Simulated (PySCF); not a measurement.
# Li: excitation energy

Li [He] 2s1 (2S) → Li [He] 2p1 (2P), as a difference of total energies. All numbers are calculated (PySCF 2.14, scalar relativity by spin-free X2C-1e, in dyall-av3z). The calculations carry no spin-orbit coupling.

```json
{"method": "UHF", "excitation energy (eV)": "1.842"}
{"method": "LDA", "excitation energy (eV)": "1.605"}
{"method": "PBE0", "excitation energy (eV)": "1.648"}
{"method": "r2SCAN", "excitation energy (eV)": "1.623"}
{"method": "r2SCAN0", "excitation energy (eV)": "1.692"}
{"method": "wB97X-V", "excitation energy (eV)": "1.801"}
```

Q: Estimate what PBE gives.

A: 1.570 eV, closest to LDA among the rows shown.

Q: Estimate what PBEsol gives.

A: 1.574 eV, closest to LDA among the rows shown.

For comparison: 1.848 eV (measured; NIST levels, between the centres of gravity of the two terms).
